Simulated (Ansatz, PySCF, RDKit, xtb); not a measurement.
Dimer: HF (SMILES F) (first 2 atoms) with SO2 (SMILES O=S=O); geometry from B3LYP-D3(BJ)/def2-TZVP, rigid monomers moved along the line of their centres of mass till H2···O3 is 1.67 Å.
(charge 0, multiplicity 1):
```xyz
5

F      0.3508     0.5070    -0.6568
H      0.0840     0.7241     0.2106
O     -0.3031     0.7017     1.8316
S     -0.1615    -0.5314     2.5740
O     -0.5022    -0.5159     3.9667
```

```csv
level,interaction energy (kJ/mol)
UFF,484.1
GFN-FF,-25.8
PBE-D3(BJ)/def2-TZVPPD,-16.7
PBE-D4/def2-TZVPPD,-16.5
r2SCAN/def2-TZVPPD,-16.6
r2SCAN-D3(BJ)/def2-TZVPPD,-17.3
B3LYP/3-21G (no counterpoise),-39.3
B3LYP/6-31G* (no counterpoise),-18.7
PBE0/def2-TZVPPD,-15.6
wB97M-V/def2-TZVPPD,-16.2
MP2/aug-cc-pV(D+d)Z,-9.4
MP2/aug-cc-pV(T+d)Z,-12.2
SCS-MP2/aug-cc-pV(D+d)Z,-7.3
"CCSD(T)/CBS(aug-cc-pV(D+d)Z, aug-cc-pV(T+d)Z)",-14.5
```

The rows run from -39.3 (B3LYP/3-21G (no counterpoise)) to 484.1 kJ/mol (UFF). From aug-cc-pV(D+d)Z to aug-cc-pV(T+d)Z MP2 changes by -2.9. The dispersion term adds -0.7 in r2SCAN-D3(BJ). The 3 functionals in def2-TZVPPD without D3 or D4 span 1.0, from r2SCAN to PBE0.

Monomers are frozen at their geometry in the pair; levels with a basis set take the counterpoise correction. Rows marked so take none. RDKit's UFF carries no charges.

Cores are frozen in the correlated methods. CBS(a, b) extrapolates the correlation energy as X⁻³ and adds the Hartree–Fock energy of set b. Rows in 3-21G, 6-31G* carry no dispersion term and start afresh at each structure (6-31G* with six Cartesian d functions).

Run with Ansatz (Gaussian orbitals); PySCF for 3-21G rows, 6-31G* rows, the dispersion terms; RDKit for the force fields; xtb for the GFN methods. Values without a source in brackets are computed.

Ansatz is an electronic-structure program.
